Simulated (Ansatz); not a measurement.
`C[Se][GeH3]` + `OBF` → `FB[O][GeH3]` + `C[SeH]` at 600 K and 1 bar (ligand exchange at a Ge–Se bond).

Calculated with Ansatz (gas phase, PBE0-D4/def2-TZVP geometries, no zero-point term in ΔE). CCSD(T)/CBS adds triple-zeta CCSD(T) − MP2 to the extrapolated MP2 energy (def2 sets, frozen cores). This one scheme is used for every species. For Ge, Se outer-core shells are correlated without core-valence functions, which leaves a few kJ/mol of doubt a bond. Scalar relativity is left out up to krypton. Each species was taken in one conformer, which may not be the lowest.

| species | CCSD(T)/CBS energy (Eh) | H − E (kJ/mol) | S (J/(mol·K)) |
| --- | --- | --- | --- |
| `C[Se][GeH3]` | -4518.49012 | 213.6 | 418.1 |
| `OBF` | -201.07426 | 109.4 | 294.7 |
| `FB[O][GeH3]` | -2278.39547 | 165.6 | 403.3 |
| `C[SeH]` | -2441.15625 | 149.5 | 312.9 |

H − E and S are ideal-gas, rigid-rotor, harmonic terms from PBE0-D4/def2-TZVP, for one conformer and one mirror image of each species. 1 Eh = 2625.50 kJ/mol, R = 8.31446 J/(mol·K).

Q: By hand: ΔE, ΔH, ΔS and ΔG.

A: ΔE = (-2278.39547) + (-2441.15625) − (-4518.49012) − (-201.07426) = 0.01266 Eh = 33.2 kJ/mol. Δ(H − E) = 165.6 + 149.5 − 213.6 − 109.4 = -7.9, so ΔH = 25.3 kJ/mol. ΔS = 403.3 + 312.9 − 418.1 − 294.7 = 3.4 J/(mol·K). ΔG = 25.3 − 600 × (3.4)/1000 = 23.3 kJ/mol.

Q: By hand: the equilibrium constant, and the temperature at which ΔG would vanish if ΔH and ΔS stayed fixed.

A: log₁₀ K = −ΔG/(RT ln 10) = -2.0. ΔG = 0 at ΔH/ΔS = 7441 K, far beyond where these terms or the molecules hold.

The number of gas molecules stays the same, so ΔS is small and ΔH decides. A doubt of 5 kJ/mol in ΔE shifts log₁₀ K by 0.4 here. Other conformers and mirror images would add mixing entropy, several J/(mol·K) or more a flexible species. These are equilibria of isolated gas molecules and say nothing of rates. Largest T1 diagnostic: 0.013 (customary marks: 0.02 for closed shells, 0.045 for open ones).
